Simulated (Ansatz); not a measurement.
## What each rung costs, and what it gives

Saddle point of GeH₆O₂, closed shell (H₂O₂ ([OH][OH]) + GeH₄ → GeH₄O₂ ([OH][O][GeH3]) + H₂; bonds formed: Ge1–O7, H2–H6; bonds broken: Ge1–H2, H6–O7), PBE0-D4/def2-TZVP structure:

```
9
angstrom
Ge -0.1209 0.5845 0.9252
H 1.5448 -0.2270 0.5423
H 0.0946 0.1783 2.3979
H -1.6450 0.5485 0.6822
H 0.4230 1.9830 0.6092
H 1.1928 -0.5121 -0.4189
O 0.0824 -0.6065 -0.7204
O -0.5854 -0.5355 -1.9857
H -0.9862 -1.4132 -2.0317
```

Barriers are electronic and count from the start structure reached by relaxing down the imaginary mode.

Ansatz 0.2.0; basis: as named in each row; cores frozen in the correlated methods. Filled d shells of the heavier atoms are correlated. The def2 sets are not built for correlating such inner shells, so the correlated values are less sure here. B3LYP uses VWN-RPA correlation. Extrapolation: Hartree–Fock as exp(−7.88 √X), correlation as X^−2.97.

Times are rough, for one single point on 4 threads of a shared host (Arm Neoverse V1).

The estimate by CCSD(T) at an estimated basis limit (MP2 extrapolated from triple and quadruple zeta, plus CCSD(T) − MP2 in triple zeta) is 2.117 eV.

```tsv
method	basis	time (s)	barrier (eV)	method less estimate
HF	STO-3G	under 1	3.301	1.184
PBE-D4	STO-3G	under 1	1.462	-0.655
SPW92	def2-SVP	under 1	1.153	-0.964
PBE-D4	def2-SVP	under 1	1.460	-0.657
B3LYP-D4	6-31G	under 1	1.486	-0.630
SPW92	def2-TZVPP	under 1	1.263	-0.854
PBE0-D4	def2-SVP	under 1	1.820	-0.297
PBE-D4	def2-TZVPP	1	1.554	-0.562
BLYP-D4	def2-TZVPP	1	1.660	-0.457
BHLYP-D4	def2-TZVPP	2	2.231	0.114
PBE0-D4	def2-TZVPP	2	1.871	-0.246
B3LYP-D4	def2-TZVPP	2	1.906	-0.210
CAM-B3LYP-D4	def2-TZVPP	2	2.019	-0.098
r2SCAN-D4	def2-TZVPP	3	1.731	-0.385
RPA on PBE	def2-TZVPP	3	2.106	-0.011
CCSD(T)	def2-SVP	3	2.197	0.080
B2PLYP	def2-TZVPP	3	1.999	-0.118
r2SCAN0-D4	def2-TZVPP	3	1.969	-0.147
PBE-QIDH	def2-TZVPP	3	2.054	-0.063
wB97M-V	def2-SVP	3	1.949	-0.168
wB97X-V	def2-TZVPP	4	2.076	-0.040
B97M-V	def2-TZVPP	6	1.855	-0.262
wB97M-V	def2-TZVPP	6	2.030	-0.086
MP2	def2-QZVPP	13	2.048	-0.069
CCSD(T)	def2-TZVPP	61	2.087	-0.029
```

All methods are single points on the PBE0-D4 structures.

The T1 diagnostic stays at or below 0.016.

Labels in which every atom is bracketed show which atoms are joined, not bond orders.
